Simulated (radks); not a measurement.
Q: Coherent X-ray form factor from a spherical all-electron density. Method: non-relativistic Kohn-Sham, exchange-only PBE, spin-polarised, spherical densities, point nucleus; computed with a radial shooting solver on a logarithmic mesh with Libxc functionals.

sin(theta)/lambda (1/angstrom),f0 (electrons)
0.05,0.942
0.1,0.798
0.15,0.626
0.2,0.468
0.25,0.342
0.3,0.248
0.4,0.132
0.5,0.073
0.6,0.043
0.8,0.017
1,0.007
1.25,0.003
1.5,0.002
2,0.001

The species is in the configuration that NIST lists as its ground one. Which atom or ion scatters so?

A: Neutral hydrogen, 1s1. Extrapolating in s^2 from the first two rows gives f0(0) = 1.0, near the electron count 1; among species with that count, the fall with angle is slower the higher Z, and the table is that of Z = 1; from so few rows the species is fixed only to a neighbour or two.
